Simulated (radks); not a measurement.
Results of a calculation; reference values are marked as such.
Removal energies from the titanium ion Ti+, [Ar] 3d3, by Delta-SCF beside the eigenvalue of the level emptied. Code: a radial shooting solver on a logarithmic mesh with Libxc functionals. Model: scalar-relativistic Kohn-Sham, PBEsol, spin-polarised, spherical densities, finite nucleus; Fermi nuclear charge, rms radius of each element as measured or else 0.836 A^(1/3) + 0.57 fm. Open shells are filled with parallel spins first.

removed from       final configuration  Delta-SCF (eV)  -eigenvalue (eV)
3d                            [Ar] 3d2          14.231             8.692
3p                    [Ne] 3s2 3p5 3d3          46.410            40.182
3s                    [Ne] 3s1 3p6 3d3          70.085            63.664
2p            [He] 2s2 2p5 3s2 3p6 3d3          467.56            445.42
